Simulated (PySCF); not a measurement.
SMILES [GeH3][CH2][CH2][Al]([CH3])[CH3], GFN2-xTB optimised geometry. Atoms within 1.6 Å of the plane z = 0.0 Å (x, y, z in Å): Ge1 (2.98, -1.35, 0.15), C2 (1.01, -1.31, 0.22), C3 (0.47, 0.12, 0.00), Al4 (-1.54, 0.12, 0.00), C5 (-2.51, -1.63, -0.01), C6 (-2.51, 1.86, 0.00), H7 (3.57, -0.44, 1.19), H8 (3.48, -0.84, -1.17), H9 (3.59, -2.71, 0.36), H10 (0.67, -1.69, 1.19), H11 (0.60, -1.98, -0.53), H12 (0.87, 0.78, 0.77), H13 (0.87, 0.51, -0.95), H14 (-3.59, -1.47, 0.09), H15 (-2.36, -2.20, -0.94), H16 (-2.21, -2.30, 0.80), H17 (-1.85, 2.71, -0.20), H18 (-3.01, 2.06, 0.95), H19 (-3.30, 1.89, -0.76).

Computed with PySCF 2.14.0 with B3LYP/def2-SVP. Cells within 0.4 Å of a nucleus heavier than hydrogen are left out (blank, or x).

Map of the log10 of the electron density (e/bohr³), floored at −4 on the plane z = 0.0 Å:

```
|00000000000000000000000000000|
|00000000000000000000000000000|
|00000000000000000000000000000|
|00000000000000000000000000000|
|00000000111000000000000000000|
|00000012233210000000000000000|
|00001223455421000000000000000|
|00002345666532000000000000000|
|00012456777642100000000000000|
|00013567x87542222110000000000|
|00013567xx7543333321000000000|
|00013456776554555432111000000|
|00002345666656677643222210000|
|0000123556x9677x7653333321000|
|0000123457xx678x7654455432100|
|00013445667766777765666543100|
|00124566776555677776797653200|
|00135677x7654467xx779x9653200|
|00135678xx65446787768x8653200|
|00124567776434567666677653200|
|00013445665423455544567653200|
|00001234444322333333456653200|
|00000122332100112112345442100|
|00000001111000000001233321000|
|00000000000000000000111110000|
|00000000000000000000000000000|
|00000000000000000000000000000|
|00000000000000000000000000000|
|00000000000000000000000000000|
```
Scale: ten equal steps from -4.00 (start of '0') to 0.263 (end of '9'), in the order '0123456789'; x runs from -6.00 to 6.00, y from -6.00 (bottom) to 6.00 (top).
